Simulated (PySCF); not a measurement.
# How methods differ on the excitation energy of P⁺

P⁺ [Ne] 3s2 3p2 (3P) → P⁺ [Ne] 3s2 3p1 3d1 (high-spin determinant), as a difference of total energies. Computed with PySCF 2.14 in aug-cc-pCVTZ-DK, with scalar relativity by spin-free X2C-1e. Correlated levels: valence: [Ne] frozen; valence and next inner shell: 1s2 frozen; nothing frozen. The calculations carry no spin-orbit coupling.

| method | excitation energy (eV) |
| --- | --- |
| UHF | 11.775 |
| LDA | 10.754 |
| PBE | 10.682 |
| PBE0 | 11.043 |
| r2SCAN | 11.158 |
| revPBE | 10.667 |
| wB97X-V | 11.300 |
| wB97X | 11.424 |
| LC-wPBE | 11.501 |
| MP2 (valence) | 11.483 |
| SCS-MP2 (valence) | 11.454 |
| MP2 (valence and next inner shell) | 11.481 |
| SCS-MP2 (valence and next inner shell) | 11.456 |
| MP2 (all electrons) | 11.483 |
| SCS-MP2 (all electrons) | 11.458 |

Q: How much does correlation contribute at MP2 (all electrons)?

A: 11.483 − (11.775) = -0.292 eV, measured against UHF.

A first-order spin-orbit estimate (lowest level to lowest level, LS coupling) adds 0.009 eV.

The promoted electron is Rydberg-like, and one or two diffuse shells describe it only roughly, which tends to raise the upper state.

The determinant of the upper state mixes LS terms, which raises its energy above the lowest term, most at the Hartree-Fock and MP2 levels.
